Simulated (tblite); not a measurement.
A tight-binding relaxation on `CC1=CC[C@@H](C)[Si@@H]1[AsH2]`.

Computed with GFN2-xTB geometry optimisation, gas phase (tblite 0.8.0). Start geometry: from a force field or distance geometry. The input is one job of a driver script: a line of settings, then coordinates in Å.

Command:
```bash
OMP_NUM_THREADS=1 python probes_run.py task.json out
```

Input:
```
{"job": {"kind": "relax", "xc": "GFN2-xTB", "basis": "xTB"}, "charge": 0, "multiplicity": 1}
C     -2.566100    -0.939700    -0.169100
C     -1.117500    -0.797100    -0.016100
C     -0.254000    -1.758700     0.328000
C      1.116200    -1.347400     0.406000
C      1.359000     0.086100     0.566500
C      2.513200     0.630600    -0.238700
Si    -0.189600     0.810400    -0.252500
As    -1.093900     2.537800     0.931400
H     -3.096100    -1.129300     0.785200
H     -2.960300     0.003000    -0.658000
H     -2.821800    -1.817900    -0.831200
H     -0.627800    -2.793200     0.516800
H      1.654800    -1.984400     1.186900
H      1.617000    -1.670300    -0.554400
H      1.436600     0.407500     1.605900
H      2.398200     0.219100    -1.257100
H      2.378700     1.733100    -0.304200
H      3.506500     0.397300     0.188200
H      0.123100     1.066600    -1.631800
H     -0.748100     3.885900     0.229000
H     -2.637200     2.477500     1.109800
```

Output:
```
step      E/eV     max force
  0    -639.34582    4.670
  1    -639.79352    1.992
  2    -639.96808    1.643
  3    -640.19835    1.436
  4    -640.34104    0.803
  5    -640.42018    0.630
  6    -640.46795    0.544
  7    -640.50876    0.461
  8    -640.53561    0.373
  9    -640.55682    0.310
... (106 lines left out)
116    -640.72588    0.017
117    -640.72591    0.015
118    -640.72597    0.017
119    -640.72600    0.012
120    -640.72603    0.012
121    -640.72606    0.011
122    -640.72611    0.018
123    -640.72615    0.018
124    -640.72619    0.012
125    -640.72623    0.010
```

«max force» is the largest atomic force in eV/Å.

Question: From which step on does the largest force stay under 0.1 eV/Å, and how much energy is left to gain from there?

Answer: From step 94 (0.047 eV/Å), 5.6 meV above the end.

Summary of the converged run: energy lowered by 31.8 kcal/mol over 125 steps; largest atomic force 0.010 eV/Å at the end.

Question: Estimate the wall time. Hardware: an Intel Xeon Platinum 8488C with one thread, no GPU, shared host with 192 logical CPUs at a one-minute load of 86.

Answer: About 1.3 s.
Labels such as C1 count atoms from 1, the log's own numbers from 0.
